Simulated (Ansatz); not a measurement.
Geometry optimisation, UKS PBE0/def2-SVP in Ansatz 0.2.0.

Input file:

```yaml
crystal:
  periodic: [false, false, false]
  atoms:
    - { symbol: W, position_ang: [0.0, 0.0, 0.0] }
    - { symbol: H, position_ang: [0.0, 0.0, 1.97] }
    - { symbol: F, position_ang: [1.85, 0.0, 0.0] }
    - { symbol: H, position_ang: [0.0, 1.72, 0.0] }
    - { symbol: H, position_ang: [-1.72, 0.0, 0.0] }
    - { symbol: H, position_ang: [0.0, -1.72, 0.0] }
    - { symbol: H, position_ang: [0.0, 0.0, -1.72] }
    - { symbol: H, position_ang: [0.0, 0.0, 2.93] }
magnetization:
  spin_polarized: true
  initial_magnetization: 1
basis:
  gaussian: { orbitals: def2-SVP }
hamiltonian:
  xc: pbe0
relax:
  f_tol: 0.15
  max_steps: 25
  restrain:
    - { distance: [1, 7], at: 1.86, k: 30.0 }
    - { distance: [0, 1], at: 1.72, k: 30.0 }
```

Launched with:

```bash
$ ansatz run input.yaml --threads 2 --pin off --max-ram 3072MiB --backend cpu --events-out ev --progress --plain --runs-dir out
```

Task: Where does it end, and by what steps?

Result: The forces met the threshold. The restraints hold the end off the free minimum; the threshold counts their pulls, which the force column leaves out. Restrained pairs: H2–H8 (0.96 → 1.83 Å), W1–H2 (1.97 → 1.77 Å). After 17 steps the energy has fallen by 4.312 eV (the restraints' own energy left out); H2 moved furthest, 1.46 Å.

```
step  energy less start (eV)  largest force component (eV/Å)  accepted
   0                  0.0000                           4.578       yes
   1                  1.5620                           6.048       yes
   2                  1.9787                           3.722       yes
   3                  0.9402                           1.343       yes
   4                  0.1656                           1.149       yes
   5                 -0.4171                           1.044       yes
   6                 -0.9345                           0.988       yes
   7                 -1.2556                           1.765       yes
   8                 -1.7207                           1.719       yes
   9                 -2.2759                           2.298       yes
  10                 -3.0204                           2.735       yes
  11                 -3.7650                           2.191       yes
  12                 -4.2120                           1.707       yes
  13                 -4.2907                           2.128       yes
  14                 -4.2982                           1.915       yes
  15                 -4.3054                           1.564       yes
  16                 -4.3119                           1.265       yes
  17                 -4.3122                           1.436       yes
```

```xyz
8
Properties=species:S:1:pos:R:3
W 0.571 0.000 0.356
H -1.085 0.000 0.992
F 2.433 0.000 0.172
H -0.167 1.509 0.180
H -1.259 0.000 0.142
H -0.167 -1.509 0.180
H -0.590 0.000 -0.913
H 0.395 0.000 2.072
```

Time of the run: 50 s on 2 threads of Arm Neoverse V2, with other jobs on the host, peak memory 0.19 GiB.
